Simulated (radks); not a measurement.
Trend from K3+ to Kr3+: ionisation energy by Delta-SCF between NIST ground configurations, and size. All-electron calculation, Dirac Kohn-Sham, PBE, spin-unpolarised, spherical densities, finite nucleus; open shells fill j = l - 1/2 first; Fermi nuclear charge, rms radius of each element as measured or else 0.836 A^(1/3) + 0.57 fm. Program: a radial shooting solver on a logarithmic mesh with Libxc functionals.

| species | configuration | configuration of the ion | IE (eV) | NIST (eV) | kind | r at 0.001 e/bohr^3 (bohr) |
|---|---|---|---|---|---|---|
| K3+ | [Ne] 3s2 3p4 | [Ne] 3s2 3p3 | 62.884 | 60.92 | semi-emp. | 2.89 |
| Ca3+ | [Ne] 3s2 3p5 | [Ne] 3s2 3p4 | 68.273 | 67.273 | semi-emp. | 2.81 |
| Sc3+ | [Ar] | [Ne] 3s2 3p5 | 73.700 | 73.489 | exp. | 2.73 |
| Ti3+ | [Ar] 3d1 | [Ar] | 43.322 | 43.267 | exp. | 2.78 |
| V3+ | [Ar] 3d2 | [Ar] 3d1 | 45.914 | 46.709 | exp. | 2.80 |
| Cr3+ | [Ar] 3d3 | [Ar] 3d2 | 48.405 | 49.16 | semi-emp. | 2.79 |
| Mn3+ | [Ar] 3d4 | [Ar] 3d3 | 50.811 | 51.2 | semi-emp. | 2.77 |
| Fe3+ | [Ar] 3d5 | [Ar] 3d4 | 52.966 | 54.91 | exp. | 2.75 |
| Co3+ | [Ar] 3d6 | [Ar] 3d5 | 55.214 | 51.3 | semi-emp. | 2.72 |
| Ni3+ | [Ar] 3d7 | [Ar] 3d6 | 57.403 | 54.9 | semi-emp. | 2.68 |
| Cu3+ | [Ar] 3d8 | [Ar] 3d7 | 59.539 | 57.38 | semi-emp. | 2.65 |
| Zn3+ | [Ar] 3d9 | [Ar] 3d8 | 61.628 | 59.57 | exp. | 2.62 |
| Ga3+ | [Ar] 3d10 | [Ar] 3d9 | 63.672 | 63.24 | exp. | 2.58 |
| Ge3+ | [Ar] 3d10 4s1 | [Ar] 3d10 | 46.341 | 45.716 | exp. | 3.04 |
| As3+ | [Ar] 3d10 4s2 | [Ar] 3d10 4s1 | 50.647 | 50.2 | exp. | 3.15 |
| Se3+ | [Ar] 3d10 4s2 4p1 | [Ar] 3d10 4s2 | 42.586 | 42.947 | exp. | 3.27 |
| Br3+ | [Ar] 3d10 4s2 4p2 | [Ar] 3d10 4s2 4p1 | 46.462 | 47.78 | exp. | 3.28 |
| Kr3+ | [Ar] 3d10 4s2 4p3 | [Ar] 3d10 4s2 4p2 | 49.398 | 50.9 | exp. | 3.26 |

Reference values: NIST Atomic Spectra Database (exp. = measured, semi-emp. = semi-empirical, theory = theoretical value adopted there). Spin polarisation and multiplet splitting are left out, so open shells lie too high by an amount that depends on their filling.

Beside tabulated values, note that spin-unpolarised runs miss the spin-polarisation part of the exchange energy of open shells.
